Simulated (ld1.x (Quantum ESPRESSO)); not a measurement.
**Reading a pseudo-wave (lithium)**

Columns: radius, all-electron u(r) and pseudo u(r) of the 2s shell (level -2.82 eV) of lithium in the configuration [He] 2s1 2p0; PBEsol, non-relativistic, RRKJ scheme, ld1.x (Quantum ESPRESSO) 7.5.

```tsv
r (bohr)	all-electron	pseudo
0.210	0.1738	-0.0345
0.420	0.1677	-0.0697
0.630	0.0940	-0.1063
0.840	-0.0008	-0.1451
1.050	-0.0964	-0.1864
1.260	-0.1841	-0.2306
1.470	-0.2607	-0.2773
1.680	-0.3256	-0.3253
1.890	-0.3801	-0.3724
2.100	-0.4249	-0.4160
2.310	-0.4597	-0.4532
2.520	-0.4853	-0.4820
2.730	-0.5026	-0.5015
2.940	-0.5126	-0.5124
3.150	-0.5162	-0.5162
3.360	-0.5143	-0.5143
3.570	-0.5076	-0.5076
3.780	-0.4970	-0.4970
3.990	-0.4832	-0.4832
4.200	-0.4668	-0.4668
4.410	-0.4484	-0.4484
4.620	-0.4285	-0.4285
4.830	-0.4076	-0.4076
5.040	-0.3862	-0.3862
5.250	-0.3645	-0.3645
5.460	-0.3430	-0.3430
```

(1) How many radial nodes do the two functions have?

(2) At about which radius was the pseudo-wave matched?

(3) Where does each function peak?

(4) Is the pseudo-wave norm-conserving?

Answers

(1) The all-electron 2s function has n − l − 1 = 1; the pseudo-wave has 0, since the states of the same l below it are removed with the core.

(2) 3.35 bohr. The columns agree to 0.0005 from 2.94 bohr on; several derivatives are matched, so the curves merge somewhat inside the radius.

(3) Outermost all-electron maximum near 3.15 bohr, pseudo maximum near 3.15 bohr (to the table’s step).

(4) Yes: the RRKJ scheme keeps the norm inside the radius equal to the all-electron one, which fixes the energy derivative of the logarithmic derivative at the level.
